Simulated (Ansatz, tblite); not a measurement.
Spin states of Zn₃⁻, each relaxed with PBE0/def2-TZVPD in Ansatz. Electronic energies in the gas phase.

The 6-31G sets use Cartesian d functions. The xTB rows come from tblite. B3LYP takes the VWN-RPA correlation. Correlated methods freeze 27 core orbitals. In CCSD on the charge -1 doublet the largest single amplitude is 0.16, so its Hartree–Fock determinant may place the open shell otherwise than the density functionals do. The structure comes from a short search, and lower isomers may exist.

Doublet geometry (D3h within 0.1 Å):

```xyz
3

Zn    1.377   -0.553    0.481
Zn   -0.728    1.106    0.825
Zn   -0.649   -0.553   -1.306
```

Quartet geometry (C2v within 0.1 Å):

Cartesian coordinates in Å:
```
Zn 1.176 0.654 -0.561
Zn 0.261 -1.419 0.206
Zn -1.437 0.765 0.354
```

⟨S²⟩: doublet 0.75 at PBE0/def2-TZVPD (pure 0.75), quartet 3.77 at PBE0/def2-TZVPD (pure 3.75).

Run but left out: MP2/def2-SVPD, MP2/def2-TZVPD (doublet: ⟨S²⟩ 0.95 to 1.01, where a pure state has 0.75).

Only these spin states were relaxed.

```json
{"level": "GFN2-xTB", "quartet − doublet (kJ/mol)": "496.1", "lowest of these": "doublet", "remarks": "–"}
{"level": "HF/def2-SVPD", "quartet − doublet (kJ/mol)": "90.1", "lowest of these": "doublet", "remarks": "spin-contaminated (⟨S²⟩ 1.01) (doublet)"}
{"level": "HF/def2-TZVPD", "quartet − doublet (kJ/mol)": "98.2", "lowest of these": "doublet", "remarks": "spin-contaminated (⟨S²⟩ 0.95) (doublet), spin-contaminated (⟨S²⟩ 3.91) (quartet)"}
{"level": "PBE/def2-TZVPD", "quartet − doublet (kJ/mol)": "199.3", "lowest of these": "doublet", "remarks": "HOMO above zero (doublet), HOMO above zero (quartet)"}
{"level": "r2SCAN/def2-TZVPD", "quartet − doublet (kJ/mol)": "173.1", "lowest of these": "doublet", "remarks": "HOMO above zero (doublet), HOMO above zero (quartet)"}
{"level": "B3LYP/6-31G", "quartet − doublet (kJ/mol)": "190.1", "lowest of these": "doublet", "remarks": "HOMO above zero (doublet), HOMO above zero (quartet)"}
{"level": "PBE0/def2-TZVPD", "quartet − doublet (kJ/mol)": "180.7", "lowest of these": "doublet", "remarks": "HOMO above zero (doublet), HOMO above zero (quartet)"}
{"level": "r2SCAN0/def2-TZVPD", "quartet − doublet (kJ/mol)": "162.9", "lowest of these": "doublet", "remarks": "HOMO above zero (doublet), HOMO above zero (quartet)"}
{"level": "CAM-B3LYP/def2-TZVPD", "quartet − doublet (kJ/mol)": "198.5", "lowest of these": "doublet", "remarks": "–"}
{"level": "ωB97M-V/def2-TZVPD", "quartet − doublet (kJ/mol)": "198.8", "lowest of these": "doublet", "remarks": "–"}
{"level": "PBE-QIDH/def2-TZVPD", "quartet − doublet (kJ/mol)": "168.5", "lowest of these": "doublet", "remarks": "–"}
{"level": "RPA@PBE/def2-TZVPD", "quartet − doublet (kJ/mol)": "181.4", "lowest of these": "doublet", "remarks": "–"}
```

Change of the quartet − doublet gap on mixing in exact exchange, in kJ/mol: PBE to PBE0 (25 % exact exchange) -18.7; r2SCAN to r2SCAN0 (25 % exact exchange) -10.2.

The xTB methods have no term that favours high spin, so they put low spin too low.
